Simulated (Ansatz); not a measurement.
Basis-set extrapolation for C3H7B2Cl, SMILES `C=CB(C)BCl` (PBE0-D4/def2-TZVP geometry, frozen core, the Gaussian-basis code of Ansatz). Multiplicity 1, RHF reference.

```csv
,def2-TZVPP,def2-QZVPP
HF,-626.626867,-626.646952
MP2 correlation,-0.876297,-0.939285
CCSD(T) correlation,-0.982399,not run
```

Energies in hartree. Use E(X) = E(∞) + A·exp(−7.88·√X) for Hartree–Fock and E(X) = E(∞) + B·X^(−2.97) for correlation, with X = 3 and 4, and add CCSD(T) minus MP2 of the smaller set to the MP2 limit.

Problem. What is the CCSD(T) energy at the basis-set limit?

Solution. HF limit: -626.646952 + (-0.020085) × 0.13774 = -626.64972. MP2 limit: -0.939285 + (-0.062988) × 0.74074 = -0.98594. Higher-order term: -0.982399 − (-0.876297) = -0.10610. Total: -627.74176 hartree, 83.1 kcal/mol below CCSD(T)/def2-TZVPP.
